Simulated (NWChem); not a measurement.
System: CH$_{4}$BClO; SMILES COBCl

NWChem input:

```
start job
memory heap 200 mb stack 900 mb global 1100 mb
geometry units angstroms noautoz
  B     -0.515238     0.079159     0.000000
  H     -1.705675    -0.126121     0.000000
  Cl     0.070383     1.737379     0.000000
  O      0.382416    -0.907646     0.000000
  C      0.022188    -2.268132     0.000000
  H      0.445027    -2.753464    -0.892310
  H      0.445027    -2.753464     0.892310
  H     -1.071537    -2.402352     0.000000
end
basis spherical
  * library 6-31+g*
end
dft
  xc slater vwn_5
  iterations 150
end
tddft
  nroots 8
end
task tddft energy
```

Output (shortened):

```
             Northwest Computational Chemistry Package (NWChem) 7.3.0
             --------------------------------------------------------

 CS  symmetry detected

                             Geometry "geometry" -> ""
                             -------------------------

 Output coordinates in angstroms (scale by  1.889725989 to convert to a.u.)

  No.       Tag          Charge          X              Y              Z
 ---- ---------------- ---------- -------------- -------------- --------------
    1 B                    5.0000    -0.51273086     0.05939748     0.00000000
    2 H                    1.0000    -1.70544429    -0.13221359     0.00000000
    3 Cl                  17.0000     0.09187293     1.71079077     0.00000000
    4 O                    8.0000     0.37354451    -0.93763952     0.00000000
    5 C                    6.0000    -0.00226583    -2.29390386     0.00000000
    6 H                    1.0000     0.41497814    -2.78405428    -0.89231000
    7 H                    1.0000     0.41497814    -2.78405428     0.89231000
    8 H                    1.0000    -1.09745850    -2.41556899     0.00000000

 Effective nuclear repulsion energy (a.u.)     140.2887253710

      Symmetry information
      --------------------

 Group name             Cs
 Group number              2
 Group order               2
 No. of unique centers     7

                                 NWChem DFT Module
                                 -----------------

 Summary of "ao basis" -> "ao basis" (spherical)
 ------------------------------------------------------------------------------
       Tag                 Description            Shells   Functions and Types
 ---------------- ------------------------------  ------  ---------------------
 B                          6-31+g*                  8       18   4s3p1d
 H                          6-31+g*                  2        2   2s
 Cl                         6-31+g*                 10       22   5s4p1d
 O                          6-31+g*                  8       18   4s3p1d
 C                          6-31+g*                  8       18   4s3p1d

      Symmetry analysis of basis
      --------------------------

        a'         61
        a"         23

            General Information
            -------------------
          SCF calculation type: DFT
          Wavefunction type:  closed shell.
          No. of atoms     :     8
          No. of electrons :    40
           Alpha electrons :    20
            Beta electrons :    20
          Charge           :     0
          Spin multiplicity:     1
          Use of symmetry is: off; symmetry adaption is: on
          Maximum number of iterations: 150
          AO basis - number of functions:    84
                     number of shells:    42
          Convergence on energy requested:  1.00D-06
          Convergence on density requested:  1.00D-05
          Convergence on gradient requested:  5.00D-04

              XC Information
              --------------
                        Slater Exchange Functional  1.000 local
                      VWN V Correlation Functional  1.000 local

             Grid Information
             ----------------
          Grid used for XC integration:  medium
          Radial quadrature: Mura-Knowles
          Angular quadrature: Lebedev.
          Tag              B.-S. Rad. Rad. Pts. Rad. Cut. Ang. Pts.
          ---              ---------- --------- --------- ---------
          B                   0.85       49          12.0       434
          H                   0.35       45          13.0       434
          Cl                  1.00       88          14.0       590
          O                   0.60       49          11.0       434
          C                   0.70       49          14.0       434
          Grid pruning is: on
          Number of quadrature shells:   415
          Spatial weights used:  Erf1

      Superposition of Atomic Density Guess
      -------------------------------------

 Sum of atomic energies:        -598.39430571

      Non-variational initial energy
      ------------------------------

[...]

                                NWChem TDDFT Module
                                -------------------

            General Information
            -------------------
           No. of orbitals :     168
            Alpha orbitals :      84
             Beta orbitals :      84
        Alpha frozen cores :       0
         Beta frozen cores :       0
     Alpha frozen virtuals :       0
      Beta frozen virtuals :       0
         Spin multiplicity :       1
    Number of AO functions :      84
        Use of symmetry is : off
      Symmetry adaption is : on
         Schwarz screening :  0.10D-07

              XC Information
              --------------
                 Slater Exchange Functional   1.00 local
               VWN V Correlation Functional   1.00 local

             TDDFT Information
             -----------------
          Calculation type : TDDFT
         Wavefunction type : Restricted singlets & triplets
          No. of electrons :      40
           Alpha electrons :      20
            Beta electrons :      20
              No. of roots :       8
          Max subspacesize :    5600
            Max iterations :     100
               Target root :       1
           Target symmetry : none
      Symmetry restriction : off
                 Algorithm : Optimal
        Davidson threshold :  0.10D-03

    8 smallest eigenvalue differences (eV)
--------------------------------------------------------
  No. Spin  Occ  Vir  Irrep   E(Occ)    E(Vir)   E(Diff)
--------------------------------------------------------
    1    1   20   21 a"       -0.275    -0.057     5.934
    2    1   19   21 a'       -0.282    -0.057     6.128
    3    1   18   21 a"       -0.299    -0.057     6.582
    4    1   20   22 a'       -0.275    -0.011     7.178
    5    1   17   21 a'       -0.327    -0.057     7.360
    6    1   19   22 a"       -0.282    -0.011     7.373
    7    1   20   23 a'       -0.275     0.003     7.561
    8    1   19   23 a"       -0.282     0.003     7.756
--------------------------------------------------------

  Entering Davidson iterations
  Restricted singlet excited states

  Iter   NTrls   NConv    DeltaV     DeltaE      Time
  ----  ------  ------  ---------  ---------  ---------
    1      8       0     0.35E+00   0.10+100        7.6
    2     16       0     0.11E+00   0.33E-01        8.0
    3     32       0     0.23E-01   0.77E-02       10.6
    4     48       0     0.80E-02   0.28E-03       10.1
    5     64       0     0.35E-02   0.37E-04        9.5
    6     80       0     0.18E-02   0.52E-05        9.5
    7     96       1     0.93E-03   0.13E-05        9.6
    8    110       3     0.47E-03   0.27E-06        9.2
    9    120       5     0.23E-03   0.58E-07        8.4
   10    126       6     0.11E-03   0.13E-07        6.9
   11    130       8     0.87E-04   0.27E-08        7.1
  ----  ------  ------  ---------  ---------  ---------
  Convergence criterion met

  Ground state a'       -598.152412697337 a.u.

  ----------------------------------------------------------------------------
  Root   1 singlet a"             0.222717262 a.u.                6.0604 eV
  ----------------------------------------------------------------------------
     Transition Moments    X  0.00000   Y  0.00000   Z -0.13469
     Dipole Oscillator Strength                    0.0026937511
     Electric Quadrupole                           0.0000000461
     Magnetic Dipole                               0.0000014673
     Total Oscillator Strength                     0.0026952645

     Occ.   18  a'  ---  Virt.   21  a"  -0.06045 X
     Occ.   20  a'  ---  Virt.   21  a"   0.99655 X
  ----------------------------------------------------------------------------
  Root   2 singlet a"             0.247510209 a.u.                6.7351 eV
  ----------------------------------------------------------------------------
     Transition Moments    X -0.00000   Y  0.00000   Z  0.06050
     Dipole Oscillator Strength                    0.0006040531
     Electric Quadrupole                           0.0000000555
     Magnetic Dipole                               0.0000015507
     Total Oscillator Strength                     0.0006056594

     Occ.   18  a'  ---  Virt.   21  a"  -0.99643 X
     Occ.   20  a'  ---  Virt.   21  a"  -0.05886 X
  ----------------------------------------------------------------------------
  Root   3 singlet a'             0.252794681 a.u.                6.8789 eV
  ----------------------------------------------------------------------------
     Transition Moments    X  0.00426   Y  0.99702   Z  0.00000
     Dipole Oscillator Strength                    0.1675304710
     Electric Quadrupole                           0.0000000411
     Magnetic Dipole                               0.0000000170
     Total Oscillator Strength                     0.1675305291

     Occ.   14  a"  ---  Virt.   21  a"   0.08899 X
     Occ.   18  a'  ---  Virt.   23  a'   0.08601 X
     Occ.   19  a"  ---  Virt.   21  a"   0.95021 X
     Occ.   19  a"  ---  Virt.   21  a"  -0.05483 Y
     Occ.   19  a"  ---  Virt.   26  a"   0.08469 X
     Occ.   20  a'  ---  Virt.   22  a'  -0.18733 X
     Occ.   20  a'  ---  Virt.   23  a'  -0.07065 X
     Occ.   20  a'  ---  Virt.   25  a'   0.10948 X
  ----------------------------------------------------------------------------
  Root   4 singlet a'             0.265072323 a.u.                7.2130 eV
  ----------------------------------------------------------------------------
     Transition Moments    X -0.12479   Y -0.39843   Z  0.00000
     Dipole Oscillator Strength                    0.0308042238
     Electric Quadrupole                           0.0000000955
     Magnetic Dipole                               0.0000000129
     Total Oscillator Strength                     0.0308043322

[...]
```

Level: LDA (Slater exchange, VWN5)/6-31+G* (spherical d), full TDDFT. Coordinates come from a PBE0/def2-SVP optimisation.
